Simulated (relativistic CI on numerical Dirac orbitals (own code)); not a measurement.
## Radial parameters of Tc XIX

Calculated at this level of theory: Dirac-Coulomb-Breit CI, KLI orbitals optimised for each configuration, QED by a radiative potential, unscaled Slater integrals (own radial code, finite nucleus).

Slater integrals F^k, G^k are unscaled and averaged over j, outside the closed core [Ne]; ζ comes from projecting the Hamiltonian with its Breit term on Σ l·s of the shell.

- 3s2 3p6 3d7: F^2(3d,3d) = 272950, F^4(3d,3d) = 174810, ζ(3d) = 13313 cm⁻¹; <r>(3d) = 0.367, <r^2>(3d) = 0.1585 (bohr units).
- 3s2 3p5 3d8: ζ(3p) = 116150, F^2(3d,3d) = 272190, F^4(3d,3d) = 174300, F^2(3p,3d) = 249570, G^1(3p,3d) = 283370, G^3(3p,3d) = 183450, ζ(3d) = 13091 cm⁻¹; <r>(3p) = 0.3962, <r^2>(3p) = 0.1816, <r>(3d) = 0.3679, <r^2>(3d) = 0.1593 (bohr units).
- 3s2 3p4 3d9: F^2(3p,3p) = 251170, ζ(3p) = 116100, F^2(3p,3d) = 249160, G^1(3p,3d) = 283220, G^3(3p,3d) = 183250, ζ(3d) = 12873 cm⁻¹; <r>(3p) = 0.3968, <r^2>(3p) = 0.1821, <r>(3d) = 0.3688, <r^2>(3d) = 0.1602 (bohr units).

Task: Give the Racah parameters of the d shell in 3s2 3p6 3d7.

Result: B = F²/49 − 5F⁴/441 = 3588 cm⁻¹ and C = 35F⁴/441 = 13874 cm⁻¹.

Averages of the first 10 configurations, taken without configuration mixing, which lowers the lowest level and can move excited configurations by several eV; other configurations of the list can lie among them:

```csv
Configuration,Parity,States,Average energy above the lowest level (eV)
3s2 3p6 3d7,even,120,12.3
3s2 3p5 3d8,odd,270,184.3
3s2 3p4 3d9,even,150,360.0
3s 3p6 3d8,even,90,296.6
3p6 3d9,even,10,585.8
3s2 3p6 3d6 4s,even,420,319.4
3s 3p5 3d9,odd,120,467.4
3s2 3p6 3d6 4p,odd,1260,357.0
3s2 3p6 3d6 4d,even,2100,413.7
3s2 3p6 3d6 4f,odd,2940,467.7
```
